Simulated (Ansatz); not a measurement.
System: SbH$_{3}$, charge 0, triplet. This triplet is an excited state, 2.8 eV above the singlet at CCSD(T)/def2-QZVPP (Ansatz, a program for electronic structure). SbH3 (parent SMILES [SbH3], triplet).
B3LYP-D3(BJ)/def2-TZVP minimum from Ansatz:
```xyz
4

Sb     0.0100    -0.0285     0.0045
H     -1.7324    -0.6716    -0.0272
H     -0.5463     1.5638    -0.2486
H      1.7702     0.5633     0.0444
```
Charge 0, spin multiplicity 3.

Total energies in def2-TZVPP, 8 correlated electrons, 9 frozen orbitals. Open shells are spin-unrestricted; no spin-orbit coupling. Cores are frozen in correlated methods (noble-gas shells, and filled d and f shells in the p block). Past Kr the def2 sets carry scalar-relativistic core potentials. Spin-orbit terms, left out, reach several kcal/mol for Br and I, and more for heavier atoms. The UHF reference of H3Sb (parent SMILES [SbH3], triplet) is spin-contaminated (<S^2> up to 0.07 over the pure value in the sets run). The spin of H3Sb (parent SMILES [SbH3], triplet) was assumed, and the state is the lowest solution found for it.

```
method    program  energy (Eh)  minus CCSDT(Q) (mEh)
--------  -------  -----------  --------------------
HF         Ansatz   -240.89718                156.20
MP2        Ansatz   -241.01782                 35.56
CCSD       Ansatz   -241.04745                  5.92
CCSD(T)    Ansatz   -241.05217                  1.21
CCSDT(Q)   Ansatz   -241.05338                  0.00
```

Rough core times of Ansatz's runs on a shared machine: CCSD(T) under 20 s, CCSDT(Q) 4 min.
